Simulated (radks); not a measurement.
Q: All-electron atom: Au+ in [Xe] 4f14 5d10. Method: Dirac Kohn-Sham, exchange-only PBE, spin-unpolarised, spherical densities, finite nucleus; Fermi nuclear charge, rms radius 5.4371 fm; computed with a radial shooting solver on a logarithmic mesh with Libxc functionals. Some entries of the table are withheld. Estimate them.

| orbital | occ. | eigenvalue (hartree) | <r> (bohr) |
|---|---|---|---|
| 1s1/2 | 2 | -2962.683 | 0.01687 |
| 2s1/2 | 2 | -522.5781 | 0.07047 |
| 2p1/2 | 2 | (1) | 0.05798 |
| 2p3/2 | 4 | (2) | 0.06653 |
| 3s1/2 | 2 | -123.5310 | 0.1833 |
| 3p1/2 | 2 | -113.9243 | 0.1736 |
| 3p3/2 | 4 | -99.03949 | 0.1893 |
| 3d3/2 | 4 | -83.03072 | 0.1648 |
| 3d5/2 | 6 | -79.83099 | 0.1696 |
| 4s1/2 | 2 | -27.01443 | 0.4070 |
| 4p1/2 | 2 | -22.91081 | 0.4094 |
| 4p3/2 | 4 | -19.34063 | 0.4434 |
| 4d3/2 | 4 | -12.61281 | 0.4519 |
| 4d5/2 | 6 | -11.94790 | 0.4631 |
| 5s1/2 | 2 | -4.24485 | 0.9283 |
| 4f5/2 | 6 | (3) | 0.4954 |
| 4f7/2 | 8 | (4) | 0.5024 |
| 5p1/2 | 2 | -2.91463 | 1.004 |
| 5p3/2 | 4 | -2.30923 | 1.104 |
| 5d3/2 | 4 | -0.56141 | 1.548 |
| 5d5/2 | 6 | -0.50431 | 1.622 |

A: 
(1) 2p1/2 eigenvalue (hartree): -501.2938
(2) 2p3/2 eigenvalue (hartree): -433.8374
(3) 4f5/2 eigenvalue (hartree): -3.32059
(4) 4f7/2 eigenvalue (hartree): -3.18056
